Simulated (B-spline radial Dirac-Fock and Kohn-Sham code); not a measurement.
## Dipole and non-dipole photoemission parameters of Tl 5s

System: the free thallium atom, [Xe] 4f14 5d10 6s2 6p1; threshold 136.0 eV (tabulated edge). The computed values come from an atomic code on a B-spline grid: Dirac-Hartree-Slater photoionisation with a Latter tail; cross sections with all multipoles, angular parameters from the dipole term and its interference with E2.

The run's input, task.json:

```json
{"items": [{
  "Z": 81,
  "q": 0,
  "cfg": [[1, 0, 2], [2, 0, 2], [2, 1, 6], [3, 0, 2], [3, 1, 6], [3, 2, 10], [4, 0, 2], [4, 1, 6], [4, 2, 10], [4, 3, 14], [5, 0, 2], [5, 1, 6], [5, 2, 10], [6, 0, 2], [6, 1, 1]],
  "A": 205,
  "rrms": 5.4759,
  "do": "xps",
  "hv": [100, 160.0, 182.0, 200, 237.0, 300, 390.0, 407.0, 425.0, 451.0, 480.0, 545.0, 600, 687.0, 1090.0, 1180.0, 1230.0, 1253.6, 1360.0, 1490.0, 1830.0, 2720.0, 4000, 6000, 6030.0, 7300.0, 9450.0, 9940.0, 11600.0, 12000],
  "edges": {"K": 85530.0, "L1": 15347.0, "L2": 14698.0, "L3": 12658.0, "M1": 3704.0, "M2": 3416.0, "M3": 2957.0, "M4": 2485.0, "M5": 2389.0, "N1": 846.2, "N2": 720.5, "N3": 609.5, "N4": 405.7, "N5": 385.0, "N6": 122.2, "N7": 117.8, "O1": 136.0, "O2": 94.6, "O3": 73.5}
}]}
```

Launch: `python xray2_run.py task.json out`

For linearly polarised light dσ/dΩ = σ/(4π) [1 + β P₂(cos θ) + (δ + γ cos²θ) sin θ cos φ], with θ from the polarisation vector and φ the angle between the beam and the projection of the electron momentum on the plane normal to the polarisation.

```tsv
hν (eV)	σ (kb)	β	γ
160	58.7	0.437	-0.222
182	59.6	0.800	-0.124
200	59.3	1.013	-0.044
237	?	?	?
300	50.1	1.487	0.242
390	40.4	1.624	0.359
407	38.8	1.640	0.375
425	37.2	1.655	0.390
451	34.9	1.674	0.409
480	32.6	1.692	0.427
545	28.3	1.723	0.457
600	25.2	1.744	0.476
687	21.3	1.769	0.498
1090	11.2	1.826	0.514
1180	9.99	1.834	0.508
1230	9.40	1.837	0.504
1253.6	9.14	1.839	0.502
1360	8.10	1.846	0.492
1490	7.06	1.853	0.478
1830	5.13	1.867	0.432
2720	2.70	1.888	0.296
4000	1.40	1.904	0.123
6000	0.680	1.916	-0.060
6030	0.674	1.916	-0.062
7300	0.473	1.920	-0.128
9450	0.291	1.925	-0.176
9940	0.264	1.926	-0.178
11600	0.195	1.928	-0.164
12000	0.182	1.928	-0.157
```

**Question.** Give the values at 237 eV.

**Answer.** σ = 56.8 kb, β = 1.275, γ = 0.094. For an s subshell δ is negligible.
